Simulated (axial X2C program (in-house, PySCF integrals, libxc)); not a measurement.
Spectroscopic constants of ZrH⁺

Calculated with an axial X2C code built on PySCF integrals. Spin-free means the one-electron spin-free X2C Hamiltonian; two-component (2c) means X2C with spin–orbit coupling and atomic mean-field two-electron Coulomb and Gaunt terms, so the difference of the two also holds small scalar two-electron terms. Basis: Zr dyall-cv3z [11s12p9d6f3g], H dyall-v3z [6s2p1d] (cores contracted in-house); Gaussian nuclei, density fitting, unrestricted open shells. Masses: Zr 89.905 u, H 1.008 u.

State, spin-free: M_S = 1, Λ = 2 (beyond evenly filled blocks: σα, δ+α); electrons by block: σα: 10, σβ: 9, π+α: 4, π+β: 4, π-α: 4, π-β: 4, δ+α: 2, δ+β: 1, δ-α: 1, δ-β: 1. Fragments: Zr+ + H.

State, 2c: Ω = 1 (⟨Sz⟩ = -1.00, ⟨Lz⟩ = 2.00 at PBE0); electrons by block: 1/2: 13, -1/2: 14, 3/2: 6, -3/2: 5, 5/2: 1, -5/2: 1. Fragments: Zr+ + H.

| Hamiltonian | level | Re (Å) | ωe (cm⁻¹) | ωexe (cm⁻¹) | Be (cm⁻¹) | αe (cm⁻¹) | De (eV) | D0 (eV) | μ (D) |
| --- | --- | --- | --- | --- | --- | --- | --- | --- | --- |
| spin-free | PBE0 | 1.802 | 1764.9 | 22.3 | 5.208 | 0.105 | 2.53 | 2.42 | -2.78 |
| spin-free | HF | 1.828 | 1720.1 | 26.1 | 5.064 | 0.107 | 1.48 | 1.38 | -3.71 |
| spin-free | MP2 | 1.785 | 1858.5 | 18.9 | 5.31 | 0.0915 | 2.36 | 2.25 | n/a |
| spin-free | CCSD | 1.806 | 1771.2 | 20.8 | 5.187 | 0.101 | 2.57 | 2.46 | n/a |
| spin-free | CCSD(T) | 1.806 | 1766.2 | 21.1 | 5.184 | 0.102 | 2.61 | 2.51 | n/a |
| spin-free | PBE | 1.809 | 1733.9 | 23 | 5.17 | 0.109 | 2.60 | 2.50 | -2.43 |
| 2c | PBE0 | 1.802 | 1763.8 | 22.2 | 5.208 | 0.105 | n/a | n/a | -2.78 |
| 2c | HF | 1.828 | 1718.4 | 25.7 | 5.061 | 0.107 | n/a | n/a | -3.72 |
| 2c | MP2 | 1.785 | 1856.1 | 19 | 5.309 | 0.0917 | n/a | n/a | n/a |
| 2c | CCSD | 1.806 | 1769.4 | 21 | 5.184 | 0.1 | n/a | n/a | n/a |
| 2c | CCSD(T) | 1.807 | 1764.6 | 21.5 | 5.181 | 0.101 | n/a | n/a | n/a |
| 2c | PBE | 1.809 | 1732.8 | 23 | 5.169 | 0.109 | n/a | n/a | -2.43 |

Correlated methods: 12 electrons correlated (number of frozen shells: Zr 3 s, 2 p, 1 d; H none), 242 virtual spin orbitals or spinors in MP2, 90 natural virtuals in coupled cluster.

Dipoles are positive if H is the positive end and refer to the centre of mass.

The state is one determinant whose occupation by symmetry is held fixed; it was picked as the lowest of a PBE0 search that is not exhaustive. De is counted from the lowest determinant-based energies of the atoms at the same level, without counterpoise correction. De is not given where an atomic determinant may have missed its ground term or J level, or where the truncated virtual space spoils (T). Density functionals use the spin component along the axis (collinear). Coupled cluster ran in a truncated set of natural virtual spinors; the MP2 energy of the rest was added. (T) has no such correction and the atoms are truncated less, which lowers De at CCSD(T) by a hundredth of an eV or more. Other states lie close and PBE0, whose exact exchange favours high spin, may order them wrongly; the determinant shown need not be the ground state. The nearest other spin-free determinant of the search, M_S = 1, Λ = 3, lies 0.12 eV up at the distance of the search. Without a current term, density functionals place determinants with orbital angular momentum somewhat too high. With several unpaired electrons one determinant need not be a pure state. At some level and bond length an empty orbital lies below a filled one.

Rough cost a point (2c) on 1 thread(s) of a shared host, integrals apart: PBE0 0.8 s, HF 0.7 s, CCSD(T) 6 s, PBE 0.4 s.

The whole task took 3.3 min on 1 thread of Arm Neoverse V1, with other jobs on the host.
